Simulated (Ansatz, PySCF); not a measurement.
PySCF was given this input:
```python
from pyscf import gto, scf, dft

mol = gto.M(
    atom='''
C    -1.111225   -0.172881   -1.333807
C    -0.570103   -0.169962    0.119856
C    -1.336952    0.852393    0.959214
C    -0.664673   -1.575676    0.713836
C     0.853973    0.243091   -0.065745
O     1.125764    1.489891   -0.060544
O     1.722929   -0.666886   -0.278505
H    -0.581376   -0.889988   -1.955304
H    -2.156520   -0.466599   -1.291276
H    -1.053483    0.815118   -1.782988
H    -2.377516    0.549986    1.022781
H    -1.295530    1.843415    0.517408
H    -0.937036    0.901526    1.968195
H    -0.244187   -1.600832    1.715310
H    -1.709248   -1.863595    0.778867
H    -0.146921   -2.305008    0.098174
H     2.038603    1.784753   -0.248312
H     2.647558   -0.414606   -0.470577
''',
    basis='sto-3g',
    charge=1,
    spin=0,
    verbose=3,
)

mf = dft.RKS(mol)
mf.xc = 'pbe0'
mf.grids.atom_grid = (99, 590)
mf.grids.prune = None
mf.kernel()
```

Q: Convert this to an input for Ansatz (a first-principles code).

A: This is not unique; one that fits is 
Ansatz 0.2 input:
```yaml
crystal:
  periodic: [false, false, false]
  atoms:
    - {symbol: C, position_ang: [-1.11122537, -0.17288140, -1.33380704]}
    - {symbol: C, position_ang: [-0.57010329, -0.16996179, 0.11985602]}
    - {symbol: C, position_ang: [-1.33695232, 0.85239256, 0.95921364]}
    - {symbol: C, position_ang: [-0.66467270, -1.57567562, 0.71383606]}
    - {symbol: C, position_ang: [0.85397347, 0.24309092, -0.06574510]}
    - {symbol: O, position_ang: [1.12576377, 1.48989089, -0.06054431]}
    - {symbol: O, position_ang: [1.72292858, -0.66688557, -0.27850548]}
    - {symbol: H, position_ang: [-0.58137629, -0.88998833, -1.95530409]}
    - {symbol: H, position_ang: [-2.15651977, -0.46659898, -1.29127586]}
    - {symbol: H, position_ang: [-1.05348344, 0.81511820, -1.78298812]}
    - {symbol: H, position_ang: [-2.37751648, 0.54998635, 1.02278069]}
    - {symbol: H, position_ang: [-1.29552996, 1.84341474, 0.51740807]}
    - {symbol: H, position_ang: [-0.93703627, 0.90152611, 1.96819509]}
    - {symbol: H, position_ang: [-0.24418740, -1.60083190, 1.71530987]}
    - {symbol: H, position_ang: [-1.70924784, -1.86359540, 0.77886709]}
    - {symbol: H, position_ang: [-0.14692126, -2.30500824, 0.09817355]}
    - {symbol: H, position_ang: [2.03860318, 1.78475263, -0.24831249]}
    - {symbol: H, position_ang: [2.64755800, -0.41460576, -0.47057695]}
basis:
  gaussian:
    orbitals: STO-3G
hamiltonian:
  xc: pbe0
total_charge: 1
accuracy: high
```

Both were run: PySCF gave -342.591220 Eh and Ansatz -342.591219 Eh, 0.001 mEh apart.
